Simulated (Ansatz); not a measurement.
System: CH2Br3Si, charge -1, multiplicity 1. It need not be the lowest isomer of its formula. Whether it binds its extra electron was not tested at this geometry. 
Geometry from a B3LYP-D3(BJ)/def2-TZVP (Ansatz, a first-principles code) optimisation:
SMILES: [CH2-][Si](Br)(Br)Br
```xyz
7

Si    -0.7434    -0.0129    -0.1081
C     -2.4544    -0.0285    -0.2807
Br     0.0474     1.9947     0.6642
Br     0.8261    -0.3533    -1.8726
Br     0.0131    -1.6269     1.3323
H     -2.9568    -0.9823    -0.4026
H     -2.9397     0.8280    -0.7366
```
Charge -1, spin multiplicity 1.

Total electronic energies in hartree. Valence correlation only, unless marked. Spin-orbit coupling is left out. The frozen core is the preceding noble-gas configuration, with the filled d and f shells of earlier blocks. No relativistic terms. CBS marks a two-point X^-3 extrapolation of the correlation energy; Hartree-Fock from the larger set. [CCSD(T)-MP2]/basis is that difference in the basis named.

```json
[
 {"level": "HF/def2-QZVPP", "program": "Ansatz", "energy (Eh)": "-8045.55134"},
 {"level": "RI-HF/def2-QZVPPD", "program": "Ansatz", "energy (Eh)": "-8045.55180"},
 {"level": "B97M-V/def2-TZVPD", "program": "Ansatz", "energy (Eh)": "[?]"},
 {"level": "PBE0-D3(BJ)/def2-TZVP", "program": "Ansatz + dftd3", "energy (Eh)": "-8050.42199"},
 {"level": "PBE0-D4/def2-TZVP", "program": "Ansatz + dftd4", "energy (Eh)": "-8050.42235"},
 {"level": "r2SCANh-D4/def2-TZVPD", "program": "Ansatz + dftd4", "energy (Eh)": "-8051.38522"},
 {"level": "CCSD/def2-SVP", "program": "Ansatz", "energy (Eh)": "-8044.92862"},
 {"level": "CCSD(T)/6-31G*", "program": "Ansatz", "energy (Eh)": "-8045.03813"},
 {"level": "RI-MP2/CBS(def2-TZVPPD,def2-QZVPPD)+[CCSD(T)-MP2]/def2-TZVPPD", "program": "Ansatz", "energy (Eh)": "-8046.5584"}
]
```

Some entries are withheld; supply them.


- B97M-V/def2-TZVPD, energy (Eh): -8050.01859
